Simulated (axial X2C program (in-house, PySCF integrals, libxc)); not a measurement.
Which molecule has these constants?

Computed with an axial X2C code built on PySCF integrals, spin-free (one-electron X2C) or two-component (2c: spin–orbit coupling with atomic mean-field Coulomb and Gaunt terms, which also bring small scalar terms), in Dyall basis sets with cores contracted in-house; open shells are unrestricted.

A two-component CCSD(T) calculation in a Dyall 3-zeta basis gave Re = 3.200 Å, ωe = 180.6 cm⁻¹, De = 0.81 eV, Ω = 1/2.

Question: Which molecule is it?
A. LiIn⁺
B. LiAl⁺
C. LiTl⁺
D. LiB⁺

Answer: C. The others have LiAl⁺ 3.044 Å and 234.9 cm⁻¹ (Ω = 1/2); LiIn⁺ 3.210 Å and 195.8 cm⁻¹ (Ω = 1/2); LiB⁺ 2.495 Å and 326.8 cm⁻¹ (Ω = 1/2).

Frozen shells (counts by l): LiTl⁺ Tl 5s4p2d1f, Li 1s, 13 electrons correlated; LiAl⁺ Al 2s1p, Li 1s, 3 electrons correlated; LiIn⁺ In 4s3p1d, Li 1s, 13 electrons correlated; LiB⁺ B 1s, Li 1s, 3 electrons correlated. Coupled cluster in natural virtuals with an MP2 remainder. Where the outer core of a metal is frozen, bonds come out longer and ionisation energies lower.

Each entry is the lowest single determinant of a limited PBE0 search at one distance. De goes to single-determinant-based atoms at the same level (for ions the charge split of lowest energy) and is withheld (n/a) where an atom does not fit its ground term or J level. Main or longest-lived isotopes.
